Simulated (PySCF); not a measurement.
# Exercise with solution: dipole moment from atomic charges

CuHO, SMILES [OH][Cu], multiplicity 1. Atoms are numbered in the order given.

```xyz
3

Cu    -0.0054    -0.4266     0.0000
O      0.1174     1.3359     0.0000
H     -0.7841     1.6851     0.0000
```

The structure is a stationary point at r2SCAN-D4/def2-TZVP. The spin state was assumed, not searched.

Charges (e) from CAM-B3LYP/def2-TZVPD in PySCF:

| atom | ESP fit | IAO |
|---|---|---|
| Cu1 | 0.532 | 0.639 |
| O2 | -0.826 | -0.976 |
| H3 | 0.294 | 0.337 |

The dipole moment of the full density is 4.21 D.

Task: What dipole moment does each set of point charges give, and which comes closer to that of the density?

Result: 
μ = Σ q r, and 1 e Å = 4.8032 D.
ESP fit: Σ q r = (-0.330, -0.835, 0.000) e Å, |μ| = 4.31 D.
IAO: Σ q r = (-0.382, -1.009, 0.000) e Å, |μ| = 5.18 D.
ESP fit comes closer in size. Point charges leave out the atoms' own dipoles (lone pairs, polarised bonds); fits to the potential absorb them, partitions of the density don't.
